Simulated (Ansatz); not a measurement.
Compare A (`C=CC(=C)[SiH3]`) with its isomer B (`C#CCC[SiH3]`).

Computed with Ansatz on PBE0-D4/def2-TZVP structures; ΔE is electronic, products minus reactants. CCSD(T)/CBS adds triple-zeta CCSD(T) − MP2 to the extrapolated MP2 energy (def2 sets, frozen cores). DFT in def2-TZVPP. B3LYP here is the variant with VWN-RPA as its local correlation; programs differ in this. One conformer a species, not always the lowest.

(1) Which is lower in electronic energy at CCSD(T)/CBS, and by how much? (An estimate is asked.)

(2) Give E(B) − E(A) in kcal/mol with r2SCAN-D4, MP2/def2-TZVPP, HF/def2-TZVPP, PBE0-D4, B3LYP-D4, CCSD(T)/def2-TZVPP, PBE-D4. (Best estimate.)

Largest T1 diagnostic: 0.012.

## Answers

(1) Computed: A, by 15.1 kcal/mol.

(2) Ansatz gave: r2SCAN-D4 17.4, MP2/def2-TZVPP 12.6, HF/def2-TZVPP 14.4, PBE0-D4 16.8, B3LYP-D4 17.8, CCSD(T)/def2-TZVPP 15.3, PBE-D4 17.8. None reverses the order clearly.

The D4 term adds +1.5 kcal/mol with B3LYP and +0.8 kcal/mol with PBE0; it sums over pairs of atoms, weighted by their polarisabilities, and B3LYP, whose exchange is more repulsive, gets the larger term. From PBE to PBE0 (25 % exact exchange), in def2-TZVPP and without D4, E(B) − E(A) moves by −0.9 kcal/mol.
